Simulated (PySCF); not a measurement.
# Mayer bond orders and bond lengths

Species: C5H5FO.
SMILES with atom numbers: `[CH3:1][C:2](=[O:3])[C:4]1=[CH:5][C@@H:6]1[F:7]` (hydrogens: H8, H9, H10 on C1; H11 on C5; H12 on C6)

Geometry (GFN2-xTB, Å), atoms numbered from 1 in this order:
```
atom  x, y, z in Å
C1    -1.7715    0.3634    0.1850
C2    -0.8503   -0.7785    0.5165
O3    -1.2108   -1.8554    0.9228
C4     0.5558   -0.4647    0.2845
C5     1.8254   -0.5422    0.6235
C6     1.5161    0.3459   -0.5151
F7     1.5623    1.7116   -0.3134
H8    -2.7805    0.1389    0.5192
H9    -1.4154    1.2820    0.6473
H10   -1.7712    0.5139   -0.8940
H11    2.5742   -0.8529    1.3099
H12    1.7671    0.1372   -1.5474
```

Bond orders from the PBE0/pcSseg-1 density (PySCF). Geometry: GFN2-xTB, one conformer, isolated molecule.

(1) Where do the orders between heavy atoms depart from those drawn in the SMILES?

(2) Set the Mayer orders of the bonds beside their lengths.

Answers

(1) The largest departure is 0.431, at C4–C5 (drawn double, 1.569). Drawn double or triple, more than 0.30 short of the drawn order: C4–C5 (1.569).

(2) 
| bond | drawn as | length (Å) | Mayer order |
| --- | --- | --- | --- |
| C1–C2 | single | 1.504 | 1.028 |
| C2–O3 | double | 1.206 | 2.016 |
| C2–C4 | single | 1.459 | 0.913 |
| C4–C5 | double | 1.316 | 1.569 |
| C5–C6 | single | 1.477 | 0.989 |
| C6–F7 | single | 1.381 | 0.905 |
| C6–C4 | single | 1.490 | 0.901 |
| C1–H8 | single | 1.086 | 0.952 |
| C1–H9 | single | 1.088 | 0.943 |
| C1–H10 | single | 1.089 | 0.936 |
| C5–H11 | single | 1.062 | 1.038 |
| C6–H12 | single | 1.083 | 0.953 |

By pair of heavy elements: C–C: lowest C6–C4 (0.901, 1.490 Å), highest C4–C5 (1.569, 1.316 Å); in 4 of the 10 pairs the longer bond (by over 0.003 Å) has the higher order (by 0.02 or more).

Sum the orders of all bonds at each heavy atom with more than one neighbour and set the sums beside the valence in the SMILES.

C1 3.859 (drawn 4), C2 3.957 (drawn 4), C4 3.383 (drawn 4), C5 3.596 (drawn 4), C6 3.748 (drawn 4). Orders between atoms that aren't bonded are not in these sums.

Mayer orders depend on the basis set.
